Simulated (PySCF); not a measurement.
Ag(Cl) anion (AgCl), SMILES [Cl][Ag] (connectivity only; charge and spin as stated), charge -1, multiplicity 2. The structure is a stationary point at PBE-D3(BJ)/def2-TZVPD. The multiplicity is an assumed one; other spin states were not compared. The def2 effective core potentials stand for the cores of Ag; spin–orbit coupling is left out.

Calculation: PBE-D3(BJ)/def2-TZVPD (PySCF 2.14.0).

Harmonic wavenumbers (cm⁻¹): 205. Rotational constants (GHz): 3.078 (linear); symmetry number 1.

Work out the zero-point energy and the ideal-gas rigid-rotor harmonic-oscillator thermochemistry at 298.15 K and 1 atm.

ZPE = ½ Σ hcν = ½ × 205 cm⁻¹ = 1.22 kJ/mol. H − E(el) = 11.35 kJ/mol. Entropy in J/(mol K): translation 170.67, rotation 71.59, vibration 8.75, spin 5.76, total 256.77. G − E(el) = -65.20 kJ/mol. Cp = 36.77 J/(mol K).
